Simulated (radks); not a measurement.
The numbers below are computed, except where a source is named.
The chromium ion Cr7+ is in [Ne] 3s2 3p5. Level of theory: scalar-relativistic Kohn-Sham, PBE, spin-polarised, spherical densities, finite nucleus; Fermi nuclear charge, rms radius of each element as measured or else 0.836 A^(1/3) + 0.57 fm (a radial shooting solver on a logarithmic mesh with Libxc functionals). Open shells are filled with parallel spins first. One electron is removed from 3s, 2s, 3p, 2p in turn, with full relaxation. Which removal costs least, and what does each cost?

Answer. 3p 184.73 eV; 3s 215.17 eV; 2p 744.17 eV; 2s 846.25 eV. The 3p electron leaves first.
